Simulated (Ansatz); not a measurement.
Ansatz (a quantum-chemistry and plane-wave program) input (CCSD(T)/aug-cc-pV(D+d)Z):
A basis named .json is the Basis Set Exchange file of that set.

Ansatz 0.2 input:
```yaml
crystal:
  periodic: [false, false, false]
  atoms:
    - {symbol: Si, position_ang: [0.25597722, 0.27419803, -0.02783062]}
    - {symbol: C, position_ang: [-0.28473582, 1.10918413, 1.56168408]}
    - {symbol: C, position_ang: [1.69908262, -0.86754415, 0.33272583]}
    - {symbol: C, position_ang: [0.70837479, 1.53513780, -1.32572718]}
    - {symbol: O, position_ang: [-1.00379822, -0.58670952, -0.67666101]}
    - {symbol: C, position_ang: [-1.66318505, -1.65307476, -0.02585729]}
    - {symbol: H, position_ang: [-1.14167479, 1.76434107, 1.39019453]}
    - {symbol: H, position_ang: [0.52422831, 1.71757589, 1.97387720]}
    - {symbol: H, position_ang: [-0.56649706, 0.38097780, 2.32590922]}
    - {symbol: H, position_ang: [2.55231379, -0.30326123, 0.71749589]}
    - {symbol: H, position_ang: [2.02324091, -1.38926324, -0.57044319]}
    - {symbol: H, position_ang: [1.44222074, -1.62056086, 1.08152603]}
    - {symbol: H, position_ang: [1.53919428, 2.16079210, -0.99093430]}
    - {symbol: H, position_ang: [1.00704059, 1.04722509, -2.25566433]}
    - {symbol: H, position_ang: [-0.13821151, 2.18838407, -1.54619063]}
    - {symbol: H, position_ang: [-2.12979584, -1.32862496, 0.91062074]}
    - {symbol: H, position_ang: [-2.44570350, -2.02747028, -0.68682061]}
    - {symbol: H, position_ang: [-0.97687044, -2.47742982, 0.19639349]}
basis:
  gaussian:
    orbitals: aug-cc-pV_D+d_Z.json
magnetization: {spin_polarized: false}
correlation: {method: ccsd_t, electrons: outside_noble_gas}
output: {forces: true}
```

End of the output:

```
cycle   3  -26.90378983 eV  change   -1.4e-1 eV  update   1.5e-2
cycle   4  -26.90362767 eV  change    1.6e-4 eV  update   3.2e-3
cycle   5  -26.90276943 eV  change    8.6e-4 eV  update   1.2e-3
cycle   6  -26.90290955 eV  change   -1.4e-4 eV  update   3.6e-4
cycle   7  -26.90285424 eV  change    5.5e-5 eV  update   1.4e-4
cycle   8  -26.90283795 eV  change    1.6e-5 eV  update   4.7e-5
cycle   9  -26.90284494 eV  change   -7.0e-6 eV  update   1.7e-5
cycle  10  -26.90284459 eV  change    3.4e-7 eV  update   6.2e-6
perturbative correction -0.85656960 eV, -0.0314783524 hartree
the calculation of the forces begins
Total energy: -14241.78690366 eV, -523.3760152797 hartree
Atom 0 at     0.255977     0.274198    -0.027831 Å, force     0.421408     0.241689     0.291501 eV/Å
Atom 1 at    -0.284736     1.109184     1.561684 Å, force     0.088520    -0.129915    -0.247423 eV/Å
Atom 2 at     1.699083    -0.867544     0.332726 Å, force    -0.223893     0.181383    -0.053885 eV/Å
Atom 3 at     0.708375     1.535138    -1.325727 Å, force    -0.091113    -0.211653     0.193357 eV/Å
Atom 4 at    -1.003798    -0.586710    -0.676661 Å, force    -0.399238     0.055467    -0.733677 eV/Å
Atom 5 at    -1.663185    -1.653075    -0.025857 Å, force     0.012413    -0.064508     0.123794 eV/Å
Atom 6 at    -1.141675     1.764341     1.390195 Å, force    -0.391326     0.298734    -0.081440 eV/Å
Atom 7 at     0.524228     1.717576     1.973877 Å, force     0.367415     0.281891     0.198233 eV/Å
Atom 8 at    -0.566497     0.380978     2.325909 Å, force    -0.126219    -0.338976     0.357767 eV/Å
Atom 9 at     2.552314    -0.303261     0.717496 Å, force     0.397939     0.251476     0.179323 eV/Å
Atom 10 at     2.023241    -1.389263    -0.570443 Å, force     0.146023    -0.236695    -0.414323 eV/Å
Atom 11 at     1.442221    -1.620561     1.081526 Å, force    -0.117730    -0.347435     0.352508 eV/Å
Atom 12 at     1.539194     2.160792    -0.990934 Å, force     0.380555     0.288558     0.150170 eV/Å
Atom 13 at     1.007041     1.047225    -2.255664 Å, force     0.141545    -0.218664    -0.425679 eV/Å
Atom 14 at    -0.138212     2.188384    -1.546191 Å, force    -0.382837     0.303843    -0.100829 eV/Å
Atom 15 at    -2.129796    -1.328625     0.910621 Å, force    -0.197211     0.145946     0.397207 eV/Å
Atom 16 at    -2.445704    -2.027470    -0.686821 Å, force    -0.324446    -0.153450    -0.276911 eV/Å
Atom 17 at    -0.976870    -2.477430     0.196393 Å, force     0.298197    -0.347691     0.090306 eV/Å
Dipole moment:     0.046293    -0.070878     0.188731 e Å
```
